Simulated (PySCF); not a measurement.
Computed Raman spectrum (relative Raman activity) of a molecule C2H8InN. Geometry: B3LYP-D3(BJ)/def2-SVP. The def2 effective core potentials stand for the cores of In; spin–orbit coupling is left out. The values are those of a single conformer. All values below come from PySCF 2.14.0 with B3LYP-D3(BJ)/def2-SVP. Frequencies are harmonic and unscaled.

Lines under 2 % of the strongest are left out, and lines within 2 cm⁻¹ are merged.

| ν (cm⁻¹) | relative intensity |
|---|---|
| 467 | 20 |
| 588 | 7.1 |
| 1184 | 7.2 |
| 1433 | 7.2 |
| 1436 | 6.9 |
| 1508 | 3.1 |
| 3039 | 100 |
| 3136 | 69 |
| 3147 | 77 |
| 3556 | 91 |
| 3661 | 49 |

Problem. Identify the compound among the candidates.
A. C[N](C)[InH2]
B. C[CH2][InH][NH2]
C. [CH3][In]([CH3])[NH2]

Solution. C, [CH3][In]([CH3])[NH2]
